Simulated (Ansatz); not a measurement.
Computed with Ansatz on PBE0-D4/def2-TZVP structures; ΔE is electronic, products minus reactants. CBS: MP2 limit from def2 TZ/QZ plus the TZ coupled-cluster correction, frozen cores. Functionals use def2-TZVPP. def2 core potentials past Kr. For Sn outer-core shells are correlated without core-valence functions, which leaves a few kJ/mol of doubt a bond. Each species was taken in one conformer, which may not be the lowest.

`S=C[SiH2][SnH3]` + `O=COC[SiH3]` → `O=C[O][SnH3]` + `[SiH3]C[SiH2]C=S`  (redistribution)

| species | PBE0 energy (Eh) |
| --- | --- |
| `S=C[SiH2][SnH3]` | -943.37661 |
| `O=COC[SiH3]` | -519.47534 |
| `O=C[O][SnH3]` | -405.14332 |
| `[SiH3]C[SiH2]C=S` | -1057.75106 |

Work out ΔE.

ΔE = (-405.14332) + (-1057.75106) − (-943.37661) − (-519.47534) = -0.04243 Eh = -1.15 eV. CCSD(T)/CBS gives -1.35 eV.

Largest T1 diagnostic among the species: 0.017.

The D4 term adds −0.07 eV with B3LYP and −0.04 eV with PBE0; it sums over pairs of atoms, weighted by their polarisabilities, and B3LYP, whose exchange is more repulsive, gets the larger term. From PBE to PBE0 (25 % exact exchange), in def2-TZVPP and without D4, ΔE moves by −0.06 eV.

B3LYP here is the variant with VWN-RPA as its local correlation; programs differ in this.
